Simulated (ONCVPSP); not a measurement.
What one change does to a pseudopotential (scandium, ONCV)

- Element: Sc (Z = 21)
- Generator: ONCVPSP 4.0.1
- Type: optimised norm-conserving Vanderbilt (ONCV)
- Functional: LDA (Perdew-Wang 92)
- Relativity: scalar-relativistic
- Frozen core: [Ne]
- Valence charge: 11
- Reference configuration: 3s2 3p6 3d1 4s1 (charge +1)
- Partial waves: 3s+4s: rc 1.70 bohr, ncon 4, nbas 7, qcut 8.6 1/bohr, 2 projectors; 3p: rc 1.60 bohr, ncon 3, nbas 7, qcut 9 1/bohr, 2 projectors, debl 2.3 Ha; 3d: rc 2.85 bohr, ncon 4, nbas 8, qcut 5.4 1/bohr, 1 projector
- Local potential: polynomial inside 1.15 bohr (lpopt 5, dvloc0 4 Ha)
- Core correction: Teter function, fcfact 3, rcfact 1.65

Change: core correction Teter function, fcfact 1.5, rcfact 1.65.

Cutoffs: the cutoffs (Ha) at which the residual kinetic energy of the hardest occupied pseudo-wave falls to 1 and 0.1 mHa per electron; they do not see the model core or the augmentation charge, which bear on the density cutoff. Errors are all-electron minus pseudo energies relative to the spin-unpolarised reference configuration.

Problem. Predict the effect on cutoff, ghosts and configuration errors.

Solution. The potential gets neither clearly harder nor softer (21 Ha and 25 Ha → 21 Ha and 25 Ha); the errors of the 4 common tests hardly move; neither file shows a bound ghost. A model core, the more so a compact one, raises the density cutoff, which this test does not measure.

| quantity | base | changed |
| --- | --- | --- |
| cutoff, loose | 21 Ha | 21 Ha |
| cutoff, tight | 25 Ha | 25 Ha |
| bound ghosts | none | none |
| GHOST(+) flags under 300 eV | none | none |
| error for 3s2 3p6 3d1 4s2, meV [ΔE -7.06 eV] | -0.5 | -0.4 |
| error for 3s2 3p6 3d1 4s0, meV [ΔE 12.96 eV] | -5.3 | -5.2 |
| error for 3s2 3p6 3d0 4s0, meV [ΔE 38.05 eV] | +514 | +517 |
| error for 3s2 3p5 3d1 4s2, meV [ΔE 33.09 eV] | -165 | -161 |
| s: phases at 1.73 bohr within 0.05 rad from the reference energy up to (Ha; the scan ends near 5) | to the end of the scan | to the end of the scan |
| p: phases at 1.63 bohr within 0.05 rad from the reference energy up to (Ha; the scan ends near 5) | to the end of the scan | to the end of the scan |
| d: phases at 2.89 bohr within 0.05 rad from the reference energy up to (Ha; the scan ends near 5) | -0.0 | -0.0 |
| rms error of d²Exc/dni dnj with the model core, mHa | 2.14 | 1.97 |
